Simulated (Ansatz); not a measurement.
F2GeI2 (`[F][Ge]([F])([I])[I]`). The species carries charge 0 and has multiplicity 1. I: def2 effective core potential. The structure was optimised at the PBE0-D4/def2-TZVP level.

```xyz
5

F     1.035   -1.394   -0.392
Ge    0.020   -0.044   -0.089
F    -0.589    0.383   -1.636
I    -1.858   -0.759    1.342
I     1.392    1.814    0.775
```

**Question.** What is the dipole moment at r2SCAN/def2-TZVPP? (Estimate.)

**Answer.** Ansatz gave: 2.09 D, with components (-0.40, 0.92, 1.84) D in this frame, pointing from negative to positive charge.

**Question.** And with PBE, B3LYP, ωB97M-V? (An estimate is asked.)

**Answer.** The calculation gave: PBE 2.05 D, B3LYP 2.22 D, ωB97M-V 2.17 D.

**Question.** Give the Mulliken charges with r2SCAN, B3LYP, ωB97M-V in def2-TZVPP. (Best estimate.)

**Answer.** Ansatz gave: 
```csv
atom,r2SCAN,B3LYP,ωB97M-V
F1,-0.33,-0.34,-0.33
Ge2,0.97,0.95,0.89
F3,-0.33,-0.34,-0.33
I4,-0.15,-0.14,-0.11
I5,-0.15,-0.14,-0.11
```

B3LYP here is the variant with VWN-RPA as its local correlation; programs differ in this.
